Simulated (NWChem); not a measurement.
System: WSOF2; SMILES [W](=[S])(=[O])([F])[F]

Input file for NWChem:

```
start job
memory heap 200 mb stack 900 mb global 1100 mb
geometry units angstroms
  W      0.004869    -0.004923    -0.141765
  O      1.124284    -0.312159    -1.344086
  S      0.824290    -0.153470     1.884563
  F     -0.871289     1.589453    -0.372757
  F     -1.513843    -1.019889    -0.304238
end
basis spherical
  * library def2-svp
end
ecp
  W library def2-ecp
end
dft
  xc pbe0
  iterations 150
end
driver
  maxiter 120
end
task dft optimize
dft
  grid fine
  convergence energy 1d-8 density 1d-7
end
task dft freq numerical
```

NWChem printed, in part:

```
             Northwest Computational Chemistry Package (NWChem) 7.3.0
             --------------------------------------------------------

 CS  symmetry detected

                             Geometry "geometry" -> ""
                             -------------------------

 Output coordinates in angstroms (scale by  1.889725989 to convert to a.u.)

  No.       Tag          Charge          X              Y              Z
 ---- ---------------- ---------- -------------- -------------- --------------
    1 W                   74.0000     0.07870928     0.14631067     0.00000000
    2 O                    8.0000     1.68081224     0.62204778     0.00000000
    3 S                   16.0000    -0.19552228    -2.02723924     0.00000000
    4 F                    9.0000    -0.89681269     0.92402535     1.34408297
    5 F                    9.0000    -0.89681269     0.92402535    -1.34408297

 Effective nuclear repulsion energy (a.u.)     966.6178565277

      Symmetry information
      --------------------

 Group name             Cs
 Group number              2
 Group order               2
 No. of unique centers     4

                                Z-matrix (autoz)
                                --------

 Units are Angstrom for bonds and degrees for angles

      Type          Name      I     J     K     L     M      Value
      ----------- --------  ----- ----- ----- ----- ----- ----------
    1 Stretch                  1     2                       1.67124
    2 Stretch                  1     3                       2.19078
    3 Stretch                  1     4                       1.83386
    4 Stretch                  1     5                       1.83386
    5 Bend                     2     1     3               113.72942
    6 Bend                     2     1     4               112.90610
    7 Bend                     2     1     5               112.90610
    8 Bend                     3     1     4               110.74219
    9 Bend                     3     1     5               110.74219
   10 Bend                     4     1     5                94.26445

                           NWChem Geometry Optimization
                           ----------------------------

 maximum gradient threshold         (gmax) =   0.000450
 rms gradient threshold             (grms) =   0.000300
 maximum cartesian step threshold   (xmax) =   0.001800
 rms cartesian step threshold       (xrms) =   0.001200
 fixed trust radius                (trust) =   0.300000
 source of zmatrix                         =   autoz

          -------------------
          Energy Minimization
          -------------------

 Using diagonal initial Hessian
 Scaling for Hessian diagonals: bonds = 1.00  angles = 0.25  torsions = 0.10

          --------
          Step   0

                                 NWChem DFT Module
                                 -----------------

 Summary of "ao basis" -> "ao basis" (spherical)
 ------------------------------------------------------------------------------
       Tag                 Description            Shells   Functions and Types
 ---------------- ------------------------------  ------  ---------------------
 W                          def2-svp                12       32   6s3p2d1f
 O                          def2-svp                 6       14   3s2p1d
 S                          def2-svp                 8       18   4s3p1d
 F                          def2-svp                 6       14   3s2p1d

      Symmetry analysis of basis
      --------------------------

        a'         59
        a"         33

            General Information
            -------------------
          SCF calculation type: DFT
          Wavefunction type:  closed shell.
          No. of atoms     :     5
          No. of electrons :    56
           Alpha electrons :    28
            Beta electrons :    28
          Charge           :     0
          Spin multiplicity:     1
          Use of symmetry is: on ; symmetry adaption is: on
          Maximum number of iterations: 150
          AO basis - number of functions:    92
                     number of shells:    38
          Convergence on energy requested:  1.00D-06
          Convergence on density requested:  1.00D-05
          Convergence on gradient requested:  5.00D-04

              XC Information
              --------------
                         PBE0 Method XC Functional
                     Hartree-Fock (Exact) Exchange  0.250
          PerdewBurkeErnzerhof Exchange Functional  0.750
            Perdew 1991 LDA Correlation Functional  1.000 local
           PerdewBurkeErnz. Correlation Functional  1.000 non-local

             Grid Information
             ----------------
          Grid used for XC integration:  medium
          Radial quadrature: Mura-Knowles
          Angular quadrature: Lebedev.
          Tag              B.-S. Rad. Rad. Pts. Rad. Cut. Ang. Pts.
          ---              ---------- --------- --------- ---------
          W                   1.35      123           8.0       590
          O                   0.60       49           9.0       434
          S                   1.00       88          10.0       590
          F                   0.50       49           9.0       434
          Grid pruning is: on
          Number of quadrature shells:   309
          Spatial weights used:  Erf1

      Superposition of Atomic Density Guess
      -------------------------------------

 Sum of atomic energies:        -743.80011154

      Non-variational initial energy
      ------------------------------

 Total energy =    -736.867923
 1-e energy   =   -1582.491463
 2-e energy   =     574.520617
 HOMO         =      -0.335497
 LUMO         =      -0.038021

      Symmetry analysis of molecular orbitals - initial
      -------------------------------------------------

  Numbering of irreducible representations:

     1 a'          2 a"

  Orbital symmetries:

     1 a'          2 a'          3 a"          4 a'          5 a'
     6 a'          7 a'          8 a"          9 a'         10 a'
    11 a"         12 a'         13 a'         14 a"         15 a'
    16 a'         17 a"         18 a'         19 a'         20 a'
    21 a"         22 a"         23 a'         24 a"         25 a'
    26 a'         27 a"         28 a'         29 a'         30 a"
    31 a'         32 a'         33 a"         34 a'         35 a"
    36 a'         37 a'         38 a'

   convergence    iter        energy       DeltaE   RMS-Dens  Diis-err
 ---------------- ----- ----------------- --------- --------- ---------
 d= 0,ls=0.0,diis     1   -739.0485355332 -1.01D+03  6.48D-02  4.39D+00
 d= 0,ls=0.0,diis     2   -731.7066893468  7.34D+00  5.51D-02  5.66D+01
 d= 0,ls=0.0,diis     3   -739.3491491489 -7.64D+00  1.09D-02  2.89D+00
 d= 0,ls=0.0,diis     4   -739.6035175633 -2.54D-01  2.77D-03  2.12D-01
 d= 0,ls=0.0,diis     5   -739.6152241101 -1.17D-02  2.19D-03  4.98D-02
  Resetting Diis
 d= 0,ls=0.0,diis     6   -739.6220331755 -6.81D-03  5.57D-04  6.26D-03
 d= 0,ls=0.0,diis     7   -739.6227044151 -6.71D-04  5.82D-04  4.46D-04
 d= 0,ls=0.0,diis     8   -739.6222752427  4.29D-04  4.44D-04  3.79D-03
 d= 0,ls=0.0,diis     9   -739.6227607679 -4.86D-04  4.08D-05  3.14D-05
 d= 0,ls=0.0,diis    10   -739.6227638695 -3.10D-06  1.38D-05  4.38D-06
 d= 0,ls=0.0,diis    11   -739.6227642910 -4.21D-07  5.71D-06  2.38D-07

         Total DFT energy =     -739.622764291023
      One electron energy =    -1583.894315341512
           Coulomb energy =      635.479826687705
    Exchange-Corr. energy =      -62.311198666024
 Nuclear repulsion energy =      271.102923028808

 Numeric. integr. density =       56.000000300030

                  Occupations of the irreducible representations
                  ----------------------------------------------

                     irrep           alpha         beta
                     --------     --------     --------
                     a'               19.0         19.0
                     a"                9.0          9.0

                       DFT Final Molecular Orbital Analysis
                       ------------------------------------

[...]

      ----------------------
      Optimization converged
      ----------------------

  Step       Energy      Delta E   Gmax     Grms     Xrms     Xmax
  ---- ---------------- -------- -------- -------- -------- --------
@    5    -739.63605969 -1.7D-07  0.00005  0.00002  0.00027  0.00059
                                     ok       ok       ok       ok

                                Z-matrix (autoz)
                                --------

 Units are Angstrom for bonds and degrees for angles

      Type          Name      I     J     K     L     M      Value     Gradient
      ----------- --------  ----- ----- ----- ----- ----- ---------- ----------
    1 Stretch                  1     2                       1.68818    0.00004
    2 Stretch                  1     3                       2.12349   -0.00005
    3 Stretch                  1     4                       1.85440    0.00001
    4 Stretch                  1     5                       1.85440    0.00001
    5 Bend                     2     1     3               106.48301    0.00001
    6 Bend                     2     1     4               108.63957    0.00001
    7 Bend                     2     1     5               108.63957    0.00001
    8 Bend                     3     1     4               108.39675   -0.00002
    9 Bend                     3     1     5               108.39675   -0.00002
   10 Bend                     4     1     5               115.89128    0.00000

                         Geometry "geometry" -> "geometry"
                         ---------------------------------

 Output coordinates in angstroms (scale by  1.889725989 to convert to a.u.)

  No.       Tag          Charge          X              Y              Z
 ---- ---------------- ---------- -------------- -------------- --------------
    1 W                   74.0000    -0.04734261     0.21290600     0.00000000
    2 O                    8.0000     1.59783146     0.59152116     0.00000000
    3 S                   16.0000    -0.17782220    -1.90657442     0.00000000
    4 F                    9.0000    -0.80114639     0.84565859     1.57168549
    5 F                    9.0000    -0.80114639     0.84565859    -1.57168549

 Effective nuclear repulsion energy (a.u.)     970.1117513814

      Symmetry information
      --------------------

 Group name             Cs
 Group number              2
 Group order               2
 No. of unique centers     4

                Final and change from initial internal coordinates
                --------------------------------------------------

                                Z-matrix (autoz)
                                --------

 Units are Angstrom for bonds and degrees for angles

      Type          Name      I     J     K     L     M      Value       Change
      ----------- --------  ----- ----- ----- ----- ----- ---------- ----------
    1 Stretch                  1     2                       1.68818    0.01693
    2 Stretch                  1     3                       2.12349   -0.06729
    3 Stretch                  1     4                       1.85440    0.02054
    4 Stretch                  1     5                       1.85440    0.02054
    5 Bend                     2     1     3               106.48301   -7.24641
    6 Bend                     2     1     4               108.63957   -4.26652
    7 Bend                     2     1     5               108.63957   -4.26652
    8 Bend                     3     1     4               108.39675   -2.34545
    9 Bend                     3     1     5               108.39675   -2.34545
   10 Bend                     4     1     5               115.89128   21.62683

 ==============================================================================
                                internuclear distances
 ------------------------------------------------------------------------------
       center one      |      center two      | atomic units |  angstroms
 ------------------------------------------------------------------------------
    2 O                |   1 W                |     3.19020  |     1.68818
    3 S                |   1 W                |     4.01282  |     2.12349
    4 F                |   1 W                |     3.50430  |     1.85440
    5 F                |   1 W                |     3.50430  |     1.85440
 ------------------------------------------------------------------------------
                         number of included internuclear distances:          4
 ==============================================================================

[second-derivative integrals and response iterations left out]

  Vibrational analysis via the FX method

  See chapter 2 in "Molecular Vibrations" by Wilson, Decius and Cross

  Vib: Default input used

[...]

 Rotational Constants
 --------------------
 A=   0.105938 cm-1  (  0.152417 K)
 B=   0.076230 cm-1  (  0.109675 K)
 C=   0.067503 cm-1  (  0.097119 K)

 Temperature                      =   298.15K
 frequency scaling parameter      =   1.0000

 Zero-Point correction to Energy  =    5.979 kcal/mol  (  0.009527 au)
 Thermal correction to Energy     =    9.672 kcal/mol  (  0.015414 au)
 Thermal correction to Enthalpy   =   10.265 kcal/mol  (  0.016358 au)

 Total Entropy                    =   81.124 cal/mol-K
   - Translational                =   42.659 cal/mol-K (mol. weight = 269.9148)
   - Rotational                   =   27.471 cal/mol-K (symmetry #  =        1)
   - Vibrational                  =   10.994 cal/mol-K

 Cv (constant volume heat capacity) =   17.953 cal/mol-K
   - Translational                  =    2.979 cal/mol-K
   - Rotational                     =    2.979 cal/mol-K
   - Vibrational                    =   11.994 cal/mol-K

[normal modes left out]

 ----------------------------------------------------------------------------
 Normal Eigenvalue ||           Projected Infra Red Intensities
  Mode   [cm**-1]  || [atomic units] [(debye/angs)**2] [(KM/mol)] [arbitrary]
 ------ ---------- || -------------- ----------------- ---------- -----------
    1       -0.000 ||    0.000016           0.000         0.016       0.005
    2        0.000 ||    0.000006           0.000         0.006       0.002
    3        0.000 ||    0.000056           0.001         0.055       0.019
    4        0.000 ||    0.000279           0.006         0.272       0.095
    5        0.000 ||    0.000156           0.004         0.152       0.053
    6        0.000 ||    0.000197           0.005         0.192       0.067
    7      176.366 ||    0.007167           0.165         6.987       2.442
    8      190.120 ||    0.002650           0.061         2.584       0.903
    9      203.348 ||    0.003034           0.070         2.958       1.034
   10      255.422 ||    0.007720           0.178         7.525       2.631
   11      290.865 ||    0.002443           0.056         2.382       0.833
   12      573.444 ||    0.047997           1.107        46.790      16.357
   13      713.474 ||    0.099793           2.302        97.283      34.008
   14      724.026 ||    0.117452           2.710       114.498      40.026
   15     1057.001 ||    0.151189           3.488       147.387      51.524
 ----------------------------------------------------------------------------
```

Level: PBE0/def2-SVP with def2 effective core potentials on W. def2 effective core potentials on W; no spin-orbit coupling.
